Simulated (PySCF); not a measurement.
Radial density of P²⁺ (phosphorus, charge +2)

wB97M-V, [Ne] 3s2 3d1, 2D determinant (an excited configuration). Calculation: PySCF 2.14, in x2c-TZVPPall with one added diffuse shell each of s, p, d type (6s6p4d1f, 51 functions); the spin-free X2C one-electron Hamiltonian (Gaussian nucleus).

```json
{"r (bohr)": "0.00186", "4πr²ρ (e/bohr)": "0.1032", "4πr²(ρα − ρβ)": "0.0000"}
{"r (bohr)": "0.00313", "4πr²ρ (e/bohr)": "0.2766", "4πr²(ρα − ρβ)": "0.0000"}
{"r (bohr)": "0.00526", "4πr²ρ (e/bohr)": "0.7088", "4πr²(ρα − ρβ)": "0.0000"}
{"r (bohr)": "0.00885", "4πr²ρ (e/bohr)": "1.758", "4πr²(ρα − ρβ)": "0.0000"}
{"r (bohr)": "0.0149", "4πr²ρ (e/bohr)": "4.067", "4πr²(ρα − ρβ)": "0.0000"}
{"r (bohr)": "0.0251", "4πr²ρ (e/bohr)": "8.372", "4πr²(ρα − ρβ)": "0.0000"}
{"r (bohr)": "0.0421", "4πr²ρ (e/bohr)": "14.08", "4πr²(ρα − ρβ)": "-0.0002"}
{"r (bohr)": "0.0709", "4πr²ρ (e/bohr)": "17.12", "4πr²(ρα − ρβ)": "-0.0005"}
{"r (bohr)": "0.119", "4πr²ρ (e/bohr)": "13.41", "4πr²(ρα − ρβ)": "-0.0014"}
{"r (bohr)": "0.201", "4πr²ρ (e/bohr)": "10.97", "4πr²(ρα − ρβ)": "-0.0037"}
{"r (bohr)": "0.337", "4πr²ρ (e/bohr)": "15.71", "4πr²(ρα − ρβ)": "-0.0030"}
{"r (bohr)": "0.567", "4πr²ρ (e/bohr)": "11.01", "4πr²(ρα − ρβ)": "0.0279"}
{"r (bohr)": "0.954", "4πr²ρ (e/bohr)": "2.647", "4πr²(ρα − ρβ)": "0.1201"}
{"r (bohr)": "1.60", "4πr²ρ (e/bohr)": "1.798", "4πr²(ρα − ρβ)": "0.3443"}
{"r (bohr)": "2.70", "4πr²ρ (e/bohr)": "0.6495", "4πr²(ρα − ρβ)": "0.3279"}
{"r (bohr)": "4.54", "4πr²ρ (e/bohr)": "0.07541", "4πr²(ρα − ρβ)": "0.0706"}
{"r (bohr)": "7.64", "4πr²ρ (e/bohr)": "0.002251", "4πr²(ρα − ρβ)": "0.0022"}
```

Densities and radii are taken from the X2C orbitals without a picture-change correction, which distorts them close to the nucleus.

The outer electron is Rydberg-like, and this basis confines it to a smaller radius and binds it less than a complete one would.

Question: Where is the radial spin density 4πr²(ρα − ρβ) most negative, and why is it negative at all?

Answer: Around r = 0.201 bohr, down to -0.0037 e/bohr: exchange with the open shell polarises the paired shells in an unrestricted calculation.
